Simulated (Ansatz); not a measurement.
`BN[SiH](C)Cl` + `BS` → `BS[SiH](C)Cl` + `BN`  (ligand exchange at the Si–N bond)

Isolated molecules relaxed with PBE0-D4/def2-TZVP in Ansatz; ΔE leaves out vibrations. CBS: MP2 limit from def2 TZ/QZ plus the TZ coupled-cluster correction, frozen cores. This one scheme is used for every species. Functionals use def2-TZVPP. B3LYP here is the variant with VWN-RPA as its local correlation; programs differ in this. Each species was taken in one conformer, which may not be the lowest.

CCSD(T)/CBS gives -0.03 eV.

Another level gave -0.13 eV. Which?
A. PBE0/def2-TZVPP
B. PBE-D4/def2-TZVPP
C. B3LYP-D4/def2-TZVPP
D. CCSD/def2-TZVPP

B. PBE-D4 -0.13, B3LYP-D4 -0.02, CCSD/def2-TZVPP 0.03, PBE0 -0.09 eV.

Largest T1 diagnostic among the species: 0.015.

In def2-TZVPP, CCSD(T) changes the Hartree–Fock value by −0.10 eV (the triples alone add −0.03 eV) and MP2 by −0.15 eV.
